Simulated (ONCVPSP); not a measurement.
# An all-electron radial function and its pseudo partner (aluminium (Al))

Columns: radius, all-electron u(r) and pseudo u(r) of the 3s shell (level -11.09 eV) of aluminium in the configuration [Ne] 3s2 3p0.5; PBE, scalar-relativistic, ONCV scheme, ONCVPSP 4.0.1.

```tsv
r (bohr)	all-electron	pseudo
0.115	0.0971	0.0324
0.230	-0.1413	0.0666
0.345	-0.2833	0.1034
0.460	-0.3000	0.1422
0.575	-0.2325	0.1824
0.690	-0.1209	0.2242
0.805	0.0072	0.2689
0.920	0.1353	0.3169
1.035	0.2540	0.3673
1.150	0.3586	0.4176
1.265	0.4473	0.4658
1.380	0.5201	0.5109
1.495	0.5780	0.5536
1.610	0.6226	0.5944
1.725	0.6549	0.6317
1.840	0.6762	0.6619
1.955	0.6876	0.6815
2.070	0.6905	0.6890
2.185	0.6862	0.6860
2.300	0.6757	0.6757
2.415	0.6602	0.6602
2.530	0.6408	0.6408
2.645	0.6182	0.6182
2.760	0.5934	0.5934
2.875	0.5669	0.5669
2.990	0.5395	0.5395
```

Question: How many radial nodes do the two functions have?

Answer: The all-electron 3s function has n − l − 1 = 2; the pseudo-wave has 0, since the states of the same l below it are removed with the core.

Question: At about which radius was the pseudo-wave matched?

Answer: 2.30 bohr, where the columns begin to agree (steps of 0.12 bohr).

Question: Is the pseudo-wave norm-conserving?

Answer: Yes: the ONCV scheme keeps the norm inside the radius equal to the all-electron one, which fixes the energy derivative of the logarithmic derivative at the level.
